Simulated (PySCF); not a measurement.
Compound: cyclohexanethiol, C6H12S.
Bonds: S1–C2, C2–C3, C3–C4, C4–C5, C5–C6, C6–C7, C2–C7. Hydrogens: H8 on S1; H9 on C2; H10, H11 on C3; H12, H13 on C4; H14, H15 on C5; H16, H17 on C6; H18, H19 on C7.

The geometry is computed with GFN2-xTB (gas phase).

Problem. What internal coordinates does the optimisation give?

Solution. 
| bond | length (Å) | order |
| --- | --- | --- |
| S1–C2 | 1.844 | single |
| C2–C3, C2–C7 | 1.522 | single |
| C3–C4, C6–C7 | 1.527 | single |
| C4–C5, C5–C6 | 1.526 | single |
| S1–H8 | 1.332 | single |
| C2–H9 | 1.094 | single |
| C3–H10, C7–H18 | 1.093 | single |
| C3–H11, C7–H19 | 1.093 | single |
| C4–H12, C6–H16 | 1.091 | single |
| C4–H13, C6–H17 | 1.093 | single |
| C5–H14 | 1.092 | single |
| C5–H15 | 1.092 | single |

Bonds in one row agree within 0.01 Å and their mean is given. Orders are formal, as drawn. A selection of angles:
| angle | degrees |
| --- | --- |
| C2–S1–H8 | 96.0 |
| S1–C2–C3 | 108.1 |
| S1–C2–C7 | 110.8 |
| S1–C2–H9 | 106.5 |
| C3–C2–C7 | 110.8 |
| C3–C2–H9 | 110.0 |
| C7–C2–H9 | 110.5 |
| C2–C3–C4 | 110.2 |
| C2–C3–H10 | 108.9 |
| C2–C3–H11 | 109.7 |
| C4–C3–H10 | 109.7 |
| C4–C3–H11 | 110.4 |
| H10–C3–H11 | 107.8 |
| C3–C4–C5 | 110.5 |
| C3–C4–H12 | 109.5 |
| C3–C4–H13 | 109.4 |
| C5–C4–H12 | 110.1 |
| C5–C4–H13 | 109.5 |
| H12–C4–H13 | 107.9 |
| C4–C5–C6 | 110.4 |
| C4–C5–H14 | 109.4 |
| C4–C5–H15 | 109.9 |
| H14–C5–H15 | 107.8 |
| C5–C6–C7 | 110.6 |

Dihedral angles: S1–C2–C3–C4 180° (antiperiplanar); C2–C3–C4–C5 -58° (synclinal); C3–C4–C5–C6 57° (synclinal); C4–C5–C6–C7 -57° (synclinal); C5–C6–C7–C2 58° (synclinal); S1–C2–C7–C6 -178° (antiperiplanar); H8–S1–C2–C3 178° (antiperiplanar). The mirror-image conformer, all signs reversed, is as good.

The 6-membered ring C2–C3–C4–C5–C6–C7 has internal angles of 110.0° to 110.8° (sum 662°, against 720° for a flat polygon); it is puckered, 0.24 Å rms from its mean plane, widest ring torsion 58°. S1 (thiol sulfur) is bent (angle 96.0°).

No GFN2-xTB frequencies stand behind this structure, so it isn't proved a minimum. One conformer, not necessarily the lowest (H–S1–C2–C3 178°, S1–C2–C3–C4 180°, C2–C3–C4–C5 -58°, C3–C4–C5–C6 57°, C4–C5–C6–C7 -57°).
